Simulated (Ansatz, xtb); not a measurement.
**C5H8OSi: which of two isomers lies lower**

Structure I is `C=C1C=C(C)[SiH2]O1`, a singlet and structure II is `C#C[Si@@H]1CCCO1`, a singlet. Both are isolated molecules in the gas phase, relaxed with B3LYP-D3(BJ)/def2-SVP; the shapes shown needn't be the lowest conformers.

I (Å):

```tsv
atom	x (Å)	y (Å)	z (Å)
C	-0.7852	0.5714	-3.0170
C	0.0523	0.7505	-1.9820
C	0.3877	-0.2584	-0.9643
C	1.2561	0.1076	0.0081
C	1.7258	-0.7643	1.1316
O	0.6996	1.9420	-1.7703
Si	1.6938	1.8857	-0.3920
H	-0.9761	1.3777	-3.7262
H	-1.2827	-0.3888	-3.1545
H	-0.0703	-1.2512	-1.0306
H	1.4738	-0.3236	2.1119
H	2.8237	-0.8785	1.1169
H	1.2793	-1.7701	1.0868
H	3.1176	2.1417	-0.7494
H	1.2726	2.9027	0.6125
```

II (Å):

```yaml
atoms:
  - { symbol: C, position_ang: [-1.8448, 0.6515, 1.3590] }
  - { symbol: C, position_ang: [-1.1642, 0.7522, 0.3541] }
  - { symbol: C, position_ang: [0.9169, -0.6677, -1.4689] }
  - { symbol: C, position_ang: [2.2340, -0.2251, -0.7920] }
  - { symbol: C, position_ang: [2.4129, 1.2798, -1.0578] }
  - { symbol: O, position_ang: [1.1444, 1.9256, -0.9550] }
  - { symbol: Si, position_ang: [-0.1439, 0.8664, -1.1688] }
  - { symbol: H, position_ang: [-2.4435, 0.5664, 2.2477] }
  - { symbol: H, position_ang: [-1.0224, 1.2972, -2.2854] }
  - { symbol: H, position_ang: [1.0584, -0.8107, -2.5543] }
  - { symbol: H, position_ang: [0.5174, -1.6045, -1.0553] }
  - { symbol: H, position_ang: [3.1077, -0.7952, -1.1479] }
  - { symbol: H, position_ang: [2.1575, -0.3909, 0.2960] }
  - { symbol: H, position_ang: [2.8272, 1.4465, -2.0709] }
  - { symbol: H, position_ang: [3.1056, 1.7412, -0.3356] }
```

Energies in hartree; the thermal terms are from GFN2-xTB frequencies at re-optimised GFN2-xTB minima (ideal gas, soft modes damped towards free rotors, one conformer each, 298.15 K, 1 atm) and include the zero-point energy:

```
                              I           II
E, CCSD(T)/def2-SVP  −558.543646  −558.520170
    E, MP2/def2-SVP  −558.444424  −558.425003
  E, MP2/def2-TZVPP  −559.074584  −559.060361
  zero-point energy     0.111569     0.114531
       H(298 K) − E     0.120470     0.123576
       G(298 K) − E     0.079680     0.081946
```

**Question.** Correct the CCSD(T) difference for the basis set by the MP2 change, then work out ΔE, ΔE₀, ΔH and ΔG for I → II in kJ/mol (1 Eh = 2625.50 kJ/mol) and the equilibrium ratio [II]/[I].

**Answer.** 1. Differences II − I: CCSD(T) +0.023476, MP2 in the small set +0.019421, MP2 in the large set +0.014223 Eh.
2. ΔE = +0.023476 + (+0.014223 − (+0.019421)) = +0.018278 Eh = +47.99 kJ/mol.
3. ΔE₀ = ΔE + ΔZPE = +0.018278 + (+0.002962) Eh = +55.77 kJ/mol.
4. ΔH = ΔE + (+0.003106) Eh = +56.14 kJ/mol.
5. ΔG = ΔE + (+0.002266) Eh = +53.94 kJ/mol, so ΔS = (ΔH − ΔG)/T = +7.4 J/(mol K).
6. kT = 0.9442 mEh, so K = [II]/[I] = exp(−ΔG/kT) = exp(−21.76) ≈ 3.6 × 10^−10.

Structure I is favoured at this temperature. An error of 4 kJ/mol in ΔG would change K by a factor of 5. The basis-set step is large, which makes the value less sure. HF/STO-3G gave ΔE the other sign. Mirror images and further conformers aren't counted.

As drawn, II has 1 C≡C, 1 C–Si, 1 C–H in place of 2 C=C, 1 Si–H.

Other levels gave ΔE = +113.2 (GFN2-xTB); −13.4 (HF/STO-3G, GFN2-xTB geometries); +80.0 (r2SCAN-D4/def2-SVP, GFN2-xTB geometries); +79.1 (B3LYP-D3(BJ)/def2-SVP); +58.4 (HF/def2-SVP); +51.0 (MP2/def2-SVP); +61.6 (CCSD(T)/def2-SVP) kJ/mol. The correlated steps freeze 11 core orbitals. Programs: Ansatz 0.2.0, xtb 6.7.1.
